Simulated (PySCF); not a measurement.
CH4F2OSn, SMILES [F][SnH]([O]C)[F].

Geometry: B3LYP-D3(BJ)/def2-SVP. The structure was generated by enumeration; whether it is a known compound was not checked. The def2 effective core potentials stand for the cores of Sn; spin–orbit coupling is left out. Other conformers were not sampled.

All values below come from HF/def2-TZVP run with PySCF.

Symmetry labels are those of the subgroup Cs that the program uses (full group Cs).

Computed valence orbital energies around the gap with their symmetry:
```json
[
 {"orbital": "HOMO−7", "symmetry": "A\"", "energy (eV)": "-16.97"},
 {"orbital": "HOMO−6", "symmetry": "A\"", "energy (eV)": "-16.68"},
 {"orbital": "HOMO−5", "symmetry": "A'", "energy (eV)": "-16.67"},
 {"orbital": "HOMO−4", "symmetry": "A'", "energy (eV)": "-16.61"},
 {"orbital": "HOMO−3", "symmetry": "A\"", "energy (eV)": "-16.46"},
 {"orbital": "HOMO−2", "symmetry": "A'", "energy (eV)": "-14.64"},
 {"orbital": "HOMO−1", "symmetry": "A'", "energy (eV)": "-12.82"},
 {"orbital": "HOMO", "symmetry": "A\"", "energy (eV)": "-12.60"},
 {"orbital": "LUMO", "symmetry": "A'", "energy (eV)": "1.90"},
 {"orbital": "LUMO+1", "symmetry": "A\"", "energy (eV)": "2.19"},
 {"orbital": "LUMO+2", "symmetry": "A'", "energy (eV)": "2.38"},
 {"orbital": "LUMO+3", "symmetry": "A'", "energy (eV)": "3.70"}
]
```
